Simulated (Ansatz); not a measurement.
`FCC(F)(F)CF`. The species carries charge 0 and has multiplicity 1.

| atom | x (Å) | y (Å) | z (Å) |
| --- | --- | --- | --- |
| F1 | 0.659 | -0.381 | -1.842 |
| C2 | 0.155 | -1.046 | -0.753 |
| C3 | 0.282 | -0.173 | 0.477 |
| F4 | 1.592 | 0.044 | 0.759 |
| F5 | -0.248 | -0.871 | 1.514 |
| C6 | -0.379 | 1.184 | 0.374 |
| F7 | -1.707 | 1.026 | 0.069 |
| H8 | -0.899 | -1.275 | -0.926 |
| H9 | 0.724 | -1.965 | -0.593 |
| H10 | -0.286 | 1.695 | 1.335 |
| H11 | 0.106 | 1.763 | -0.414 |

**Question.** Give the diagnostics of a CCSD(T)/def2-TZVPP run (frozen core, Ansatz 0.2.0). (An estimate is asked.)

**Answer.** Computed: T1 = 0.0114, largest single amplitude 0.015, largest double 0.014, (T) share of the correlation energy 3.2 %, 9 CCSD cycles. The RHF solution is stable towards an unrestricted one. T1 lies under the customary mark of 0.02 for closed shells.
